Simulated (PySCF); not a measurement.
# Why did this PySCF run fail?

```python
from pyscf import gto, scf, mp

mol = gto.M(
    atom='B 0 0 0; Se 0 0 1.8074; Se 0 0 -1.8074',
    basis='def2-svp',
    charge=-1,
    spin=76,
    verbose=4,
)
mf = scf.UHF(mol)
mf.kernel()
mp.MP2(mf, frozen=19).kernel()
mf.dip_moment()
print('orbital energies (hartree):', [e[max(0, n-3):n+3].round(4) for e, n in zip(mf.mo_energy, mol.nelec)])
```

```bash
$ OMP_NUM_THREADS=1 python input.py
```

The log, shortened:

```
AssertionError
```

**Question.** Which setting is at fault, why, and what does a mended input give?

**Answer.** The spin (2S) (76): it asks for more unpaired electrons than the system has. With this edit
```diff
-     spin=76,
+     spin=0,
```
the run finishes: E(SCF) = -4823.882624 Eh, 11 cycles, E(MP2) − E(SCF) = -0.54185 Eh.

The basis has no diffuse functions, which an anion needs. The dipole of an ion depends on the origin. No search for the lowest solution was made.
